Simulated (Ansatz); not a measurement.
```yaml
crystal:
  periodic: [false, false, false]
  atoms:
    - {symbol: Hg, position_ang: [1.655187, -0.648764, 1.358785]}
    - {symbol: Hg, position_ang: [-0.593037, -1.733817, -0.842644]}
    - {symbol: Hg, position_ang: [-0.069209, 1.993705, 0.296124]}
    - {symbol: Se, position_ang: [0.723468, -2.945003, 0.930442]}
    - {symbol: Se, position_ang: [-1.574588, -0.019589, -2.411537]}
    - {symbol: Se, position_ang: [-2.307980, 1.541211, -0.774056]}
    - {symbol: Se, position_ang: [2.166168, 1.812256, 1.442897]}
basis:
  gaussian: {orbitals: def2-TZVPD}
total_charge: -1
magnetization: {spin_polarized: true, initial_magnetization: 1}
hamiltonian: {xc: pbe0, dispersion: d4}
scf: {omitted_lower_state_checks: [starts]}
output: {orbitals: {seedname: orbitals}}
```

```sh
$ ansatz run in.yaml --threads 4 --pin off --events-out ev --progress --plain --max-ram 4787MiB
```

Problem. Does this run fit into the memory that it is given?

Solution. No. It has 366 basis functions, and Ansatz plans for 7 GiB where 5 GiB are given.
